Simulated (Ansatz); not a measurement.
**Counterpoise correction, worked out**

The pair of Ag⁺ (SMILES [Ag+], atom 1) and H2S (SMILES S, atoms 2–4), both closed shells, in one local arrangement (a lower one may exist), relaxed at PBE0-D4/def2-TZVP:

```
4
angstrom
Ag -0.1463 -0.0904 -1.9669
S 0.1586 -0.5276 0.4146
H -0.9570 0.0868 0.8571
H 0.9446 0.5313 0.6952
```

Program: Ansatz 0.2.0. Basis: def2-TZVPPD. Cores are frozen in the correlated methods. Filled d shells of the heavier atoms are correlated. Core potentials replace the inner electrons of the atoms past krypton.

CCSD(T) total energies in eV:

| system | geometry | basis functions | energy |
| --- | --- | --- | --- |
| pair | pair | all | -14843.10699 |
| Ag⁺ | as in the pair | all (partner as ghosts) | -3986.18997 |
| H2S | as in the pair | all (partner as ghosts) | -10855.54663 |
| Ag⁺ | as in the pair | its own | -3986.13302 |
| H2S | as in the pair | its own | -10855.52659 |
| Ag⁺ | free (PBE0-D4 minimum) | its own | -3986.13302 |
| H2S | free (PBE0-D4 minimum) | its own | -10855.52983 |

Work out the interaction energy with and without the counterpoise correction, the superposition error, and the binding energy from the relaxed fragments.

Without correction: -14843.10699 − (-3986.13302) − (-10855.52659) = -1.44738 eV.
With correction (each fragment in the whole basis): -14843.10699 − (-3986.18997) − (-10855.54663) = -1.37039 eV = -31.60 kcal/mol.
The superposition error is the difference, 0.07699 eV, 5 % of the uncorrected value: each fragment borrows its partner's functions.
Deformation from the free shapes: 0.00000 eV for Ag⁺ and 0.00324 eV for H2S.
Binding energy from relaxed fragments: -1.37039 + 0.00000 + 0.00324 = -1.36715 eV = -31.53 kcal/mol (electronic, without zero-point energy; negative means bound). For comparison, the corrected interaction energy by CCSD(T) at an estimated basis limit (MP2 extrapolated from triple and quadruple zeta, plus CCSD(T) − MP2 in triple zeta) is -1.571 eV; triple zeta with the correction binds less.

No T1 diagnostic of these runs exceeds 0.014.

For scale, one of the runs: CCSD(T)/def2-TZVPPD, 141 basis functions, launched by `ansatz run in.yaml --threads 2 --pin off --events-out ev --progress --plain --max-ram 5222MiB`. The run took 9 s on 2 CPU threads of an Arm Neoverse V1 (shared host), with 0.67 GiB of host memory at its peak.
